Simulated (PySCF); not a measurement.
PySCF job for BiF2, SMILES [F][Bi][F], multiplicity 2, TDA-PBE0/def2-SVPD. Geometry: B3LYP-D3(BJ)/def2-TZVP. The spin state was assumed, not searched. The isomer is the one that the SMILES or the coordinates give; other isomers of the formula were not compared. The def2 effective core potentials stand for the cores of Bi; spin–orbit coupling is left out.

```python
import numpy as np
from pyscf import gto, scf, dft, tdscf

mol = gto.M(
    atom='''
    Bi    0.00000000   -0.00000000   -0.24079442
    F     0.00000000   -1.50659006    1.11032984
    F     0.00000000    1.50659007    1.11032984
    ''',
    basis='def2-SVPD',
    ecp={'Bi': 'def2-svp'},
    charge=0,
    spin=1,
    max_memory=1600,
    verbose=4,
)
mf = dft.UKS(mol, xc='pbe0').density_fit(auxbasis='def2-universal-jkfit')
mf.grids.level = 3
mf.conv_tol = 1e-9
mf.max_cycle = 100
mf.kernel()
fine, coarse = mf.grids, dft.Grids(mol).set(level=1).build(with_non0tab=True)
for _ in range(3):  # follow internal instabilities
    mf.grids = coarse
    mo, _, stable, _ = mf.stability(return_status=True, nroots=4)
    mf.grids = fine
    if stable:
        break
    mf.kernel(mf.make_rdm1(mo, mf.mo_occ))
mf.grids = dft.Grids(mol).set(level=1).build(with_non0tab=True)  # coarser grid for the response kernel
td = tdscf.TDA(mf)
td.nstates = 10
td.conv_tol = 1e-4
td.positive_eig_threshold = 1e-6
td.kernel(x0=td.get_init_guess(mf, 15))
td.analyze(verbose=3)
```

Output:

```
PySCF version 2.14.0

[INPUT] verbose = 4
[INPUT] num. atoms = 3
[INPUT] num. electrons = 41
[INPUT] charge = 0
[INPUT] spin (= nelec alpha-beta = 2S) = 1
[INPUT] symmetry False subgroup None
[INPUT] Mole.unit = angstrom
[INPUT] Symbol           X                Y                Z      unit          X                Y                Z       unit  Magmom
[INPUT]  1 Bi     0.000000000000   0.000000000000  -0.240794420000 AA    0.000000000000   0.000000000000  -0.455035506123 Bohr   0.0
[INPUT]  2 F      0.000000000000  -1.506590060000   1.110329840000 AA    0.000000000000  -2.847042595392   2.098219305532 Bohr   0.0
[INPUT]  3 F      0.000000000000   1.506590070000   1.110329840000 AA    0.000000000000   2.847042614289   2.098219305532 Bohr   0.0

nuclear repulsion = 122.482276118485
number of shells = 30
number of NR pGTOs = 133
number of NR cGTOs = 78
basis = def2-SVPD
ecp = {'Bi': 'def2-svp'}


[settings echo left out]
init E= -387.054335982791
  alpha nocc = 21  HOMO = -0.783610355921791  LUMO = -0.68445025486773
  beta  nocc = 20  HOMO = -0.895169786630042  LUMO = -0.783610355921788

WARN: HOMO -0.783610355921791 >= LUMO -0.783610355921788

cycle= 1 E= -413.372224273387  delta_E= -26.3  |g|=  1.2  |ddm|= 9.54
  alpha nocc = 21  HOMO = -0.0612667457685312  LUMO = 0.0493617221428167
  beta  nocc = 20  HOMO = -0.252335702844924  LUMO = 0.021066558350789
  HOMO = -0.0612667457685  LUMO = 0.0210665583508  gap/eV = 2.24040
cycle= 2 E= -413.67410373829  delta_E= -0.302  |g|= 0.96  |ddm|= 4.86
  alpha nocc = 21  HOMO = -0.208521071023814  LUMO = -0.0449011131767115
  beta  nocc = 20  HOMO = -0.331138818379456  LUMO = -0.105985792665319
  HOMO = -0.208521071024  LUMO = -0.105985792665  gap/eV = 2.79013
cycle= 3 E= -413.983672098094  delta_E= -0.31  |g|= 0.335  |ddm|= 1.46
  alpha nocc = 21  HOMO = -0.227264386712324  LUMO = -0.0616262659940781
  beta  nocc = 20  HOMO = -0.392134332635096  LUMO = -0.119180053891938
  HOMO = -0.227264386712  LUMO = -0.119180053892  gap/eV = 2.94112
cycle= 4 E= -414.016632243666  delta_E= -0.033  |g|= 0.112  |ddm|= 0.274
  alpha nocc = 21  HOMO = -0.233213955488143  LUMO = -0.0620766321875521
  beta  nocc = 20  HOMO = -0.37931912802629  LUMO = -0.119749373441653
  HOMO = -0.233213955488  LUMO = -0.119749373442  gap/eV = 3.08753
cycle= 5 E= -414.021377442949  delta_E= -0.00475  |g|= 0.00967  |ddm|= 0.0945
  alpha nocc = 21  HOMO = -0.232586604933267  LUMO = -0.0608088352131248
  beta  nocc = 20  HOMO = -0.380216449218768  LUMO = -0.118442414173952
  HOMO = -0.232586604933  LUMO = -0.118442414174  gap/eV = 3.10602
cycle= 6 E= -414.021434140986  delta_E= -5.67e-05  |g|= 0.00139  |ddm|= 0.0158
  alpha nocc = 21  HOMO = -0.232558825172188  LUMO = -0.0607668951081011
  beta  nocc = 20  HOMO = -0.380260852398071  LUMO = -0.118204405654893
  HOMO = -0.232558825172  LUMO = -0.118204405655  gap/eV = 3.11174
cycle= 7 E= -414.021436412759  delta_E= -2.27e-06  |g|= 0.000609  |ddm|= 0.00293
  alpha nocc = 21  HOMO = -0.232654380177955  LUMO = -0.060809395761363
  beta  nocc = 20  HOMO = -0.380296916205209  LUMO = -0.118253572852112
  HOMO = -0.232654380178  LUMO = -0.118253572852  gap/eV = 3.11300
cycle= 8 E= -414.021436781869  delta_E= -3.69e-07  |g|= 0.000138  |ddm|= 0.00125
  alpha nocc = 21  HOMO = -0.232639157476648  LUMO = -0.0607910867055924
  beta  nocc = 20  HOMO = -0.380313171716276  LUMO = -0.118240318222245
  HOMO = -0.232639157477  LUMO = -0.118240318222  gap/eV = 3.11295
cycle= 9 E= -414.021436805977  delta_E= -2.41e-08  |g|= 4.12e-05  |ddm|= 0.000321
  alpha nocc = 21  HOMO = -0.232633481864976  LUMO = -0.0607883860324161
  beta  nocc = 20  HOMO = -0.380321983321474  LUMO = -0.118237734721539
  HOMO = -0.232633481865  LUMO = -0.118237734722  gap/eV = 3.11287
cycle= 10 E= -414.021436807838  delta_E= -1.86e-09  |g|= 7.35e-06  |ddm|= 9.7e-05
  alpha nocc = 21  HOMO = -0.232634559785829  LUMO = -0.0607888475090118
  beta  nocc = 20  HOMO = -0.380324854939802  LUMO = -0.118238823097119
  HOMO = -0.232634559786  LUMO = -0.118238823097  gap/eV = 3.11287
cycle= 11 E= -414.021436807941  delta_E= -1.03e-10  |g|= 2.26e-06  |ddm|= 2.62e-05
  alpha nocc = 21  HOMO = -0.23263476478229  LUMO = -0.0607888146610305
  beta  nocc = 20  HOMO = -0.380324444220365  LUMO = -0.118238761155656
  HOMO = -0.232634764782  LUMO = -0.118238761156  gap/eV = 3.11287
Extra cycle  E= -414.021436807942  delta_E= -9.09e-13  |g|= 3.24e-06  |ddm|= 5.56e-06
converged SCF energy = -414.021436807942  <S^2> = 0.75245738  2S+1 = 2.0024559
tot grids = 19360
uhf_internal: lowest eigs of H = [0.18234125 0.20142501 0.3800656  0.38759203]
<class 'pyscf.df.df_jk.DFUKS'> wavefunction is stable in the internal stability analysis
tot grids = 19360
Overwritten attributes  positive_eig_threshold  of <class 'pyscf.tdscf.uks.TDA'>


******** <class 'pyscf.tdscf.uks.TDA'> for <class 'pyscf.df.df_jk.DFUKS'> ********
nstates = 10
deg_eia_thresh = 1.000e-03
wfnsym = None
conv_tol = 0.0001
eigh lindep = 1e-12
eigh level_shift = 0
eigh max_cycle = 100


Excitation energies (eV)
[2.55977364 2.81380283 5.33962327 5.52666929 5.92018116 6.00231854
 6.32852482 6.35545219 6.52577577 6.57162798]

** Excitation energies and oscillator strengths **
Excited State   1:      2.55977 eV    484.36 nm  f=0.0000
Excited State   2:      2.81380 eV    440.63 nm  f=0.0003
Excited State   3:      5.33962 eV    232.20 nm  f=0.0698
Excited State   4:      5.52667 eV    224.34 nm  f=0.1072
Excited State   5:      5.92018 eV    209.43 nm  f=0.0000
Excited State   6:      6.00232 eV    206.56 nm  f=0.0004
Excited State   7:      6.32852 eV    195.91 nm  f=0.0015
Excited State   8:      6.35545 eV    195.08 nm  f=0.0000
Excited State   9:      6.52578 eV    189.99 nm  f=0.0034
Excited State  10:      6.57163 eV    188.67 nm  f=0.0024
```

The calculation finished and met its thresholds.

Cost: roughly 40 core-seconds.
